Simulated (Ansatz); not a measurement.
Geometry optimisation, RKS PBE0-D4/def2-SVP in Ansatz 0.2.0.

input.yaml

```yaml
crystal:
  periodic: [false, false, false]
  atoms:
    - { symbol: Si, position_ang: [0.382261, -0.056678, -0.09549] }
    - { symbol: H, position_ang: [0.511195, 0.024092, 1.355099] }
    - { symbol: F, position_ang: [1.799358, 0.094016, -0.825635] }
    - { symbol: F, position_ang: [-0.576754, 1.106631, -0.64708] }
    - { symbol: F, position_ang: [-0.260133, -1.458262, -0.526031] }
    - { symbol: Si, position_ang: [-2.752023, 0.060788, 1.291931] }
    - { symbol: H, position_ang: [-2.899405, -0.749632, 0.043213] }
    - { symbol: H, position_ang: [-3.547814, -0.550607, 2.402243] }
    - { symbol: H, position_ang: [-3.219215, 1.458101, 1.055253] }
    - { symbol: H, position_ang: [-1.33417, 0.07155, 1.703997] }
basis:
  gaussian: { orbitals: def2-SVP }
hamiltonian:
  xc: pbe0
  dispersion: d4
relax:
  f_tol: 0.03
  max_steps: 50
```

Run as:

```bash
$ ansatz run input.yaml --threads 2 --pin off --max-ram 3072MiB --backend cpu --events-out ev --progress --plain --runs-dir out
```

Problem. Where does it end, and by what steps?

Solution. The forces met the threshold. The force dipped under the threshold on the way, but the program's further checks kept it going. After 11 steps the energy has fallen by 0.193 eV; H2 moved furthest, 0.80 Å.

| step | energy less start (eV) | largest force component (eV/Å) | accepted |
| --- | --- | --- | --- |
| 0 | 0.0000 | 0.675 | yes |
| 1 | -0.1232 | 0.171 | yes |
| 2 | -0.1707 | 0.141 | yes |
| 3 | -0.1627 | 0.809 | no |
| 4 | -0.1773 | 0.095 | yes |
| 5 | -0.1847 | 0.035 | yes |
| 6 | -0.1865 | 0.247 | yes |
| 7 | -0.1906 | 0.087 | yes |
| 8 | -0.1919 | 0.016 | yes |
| 9 | -0.1924 | 0.040 | yes |
| 10 | -0.1926 | 0.034 | yes |
| 11 | -0.1927 | 0.017 | yes |

```xyz
10
Properties=species:S:1:pos:R:3
Si 0.662 -0.051 -0.168
H 1.277 0.123 1.151
F 1.741 0.149 -1.332
F -0.508 1.019 -0.406
F 0.030 -1.510 -0.328
Si -3.022 0.057 1.360
H -2.996 -0.709 0.082
H -4.114 -0.466 2.235
H -3.249 1.506 1.093
H -1.718 -0.119 2.071
```

Whether the end is a true minimum wasn't checked by a vibrational analysis.

Time of the run: 60 s on 2 threads of Intel(R) Xeon(R) Platinum 8259CL CPU @ 2.50GHz (Skylake/Cascade Lake), on a shared host, peak memory 0.24 GiB.
